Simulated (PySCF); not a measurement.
## Polarisability and C₆ of Mg⁺ (magnesium, charge +1)

[Ne] 3s1, 2S determinant. Calculation: PySCF 2.14, in dyall-acv3z (20s13p7d4f, 122 functions); the non-relativistic Hamiltonian (point nucleus). Coupled (time-dependent) response in atomic units; α is the mean over directions.

| method | mean α (bohr³) | C₆ (like pair) | S(−4) |
| --- | --- | --- | --- |
| UHF | 38.82 | 179.7 | 1601 |
| PBE | 33.76 | 145.8 | 1222 |
| PBE0 | 35.23 | 155.3 | 1329 |
| PW91 | 33.45 | 143.7 | 1201 |

S(−4) is the Cauchy moment in α(ω) = α(0) + S(−4) ω² + …

α(iu) at PBE0:

| u (hartree) | α(iu) (bohr³) |
| --- | --- |
| 0 | 35.23 |
| 0.0500 | 32.20 |
| 0.100 | 25.63 |
| 0.200 | 14.26 |
| 0.300 | 8.362 |
| 0.500 | 3.829 |
| 0.750 | 2.056 |
| 1.00 | 1.367 |
| 1.50 | 0.8185 |
| 2.00 | 0.5877 |
| 3.00 | 0.3703 |
| 5.00 | 0.1949 |

A single London oscillator, α(iu) = α/(1 + u²/ω²), gives C₆ = (3/4) ω α². Matching the computed C₆ needs ω = 4 × 155.3 / (3 × 35.23²) = 0.167 hartree.

For an ion, C₆ is the dispersion term alone; charge-induced terms of lower order in 1/R come first.
